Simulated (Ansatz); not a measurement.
Basis-set series for `[AlH3-][O+]1CCCC1`. The species carries charge 0 and has multiplicity 1. Geometry: relaxed with PBE0-D4/def2-TZVP.

```json
{"functional": "PBE0-D4", "basis": "def2-TZVPP", "functions": "351", "energy (Eh)": "-476.39885", "HOMO (eV)": "-7.28", "LUMO (eV)": "0.23"}
{"functional": "PBE0-D4", "basis": "def2-QZVPP", "functions": "685", "energy (Eh)": "-476.41969", "HOMO (eV)": "-7.29", "LUMO (eV)": "-0.01"}
{"functional": "ωB97M-V", "basis": "def2-TZVPP", "functions": "351", "energy (Eh)": "-476.64661", "HOMO (eV)": "-9.52", "LUMO (eV)": "1.71"}
{"functional": "ωB97M-V", "basis": "def2-QZVPP", "functions": "685", "energy (Eh)": "-476.66693", "HOMO (eV)": "-9.54", "LUMO (eV)": "1.18"}
```

(1) Give the rows for def2-SVP. (Best estimate.)

Answers

(1) Ansatz gave: 
```csv
functional,basis,functions,energy (Eh),HOMO (eV),LUMO (eV)
PBE0-D4,def2-SVP,143,-476.05636,-7.22,0.57
ωB97M-V,def2-SVP,143,-476.29104,-9.41,2.27
```

Positive LUMOs are unbound and depend on the basis.
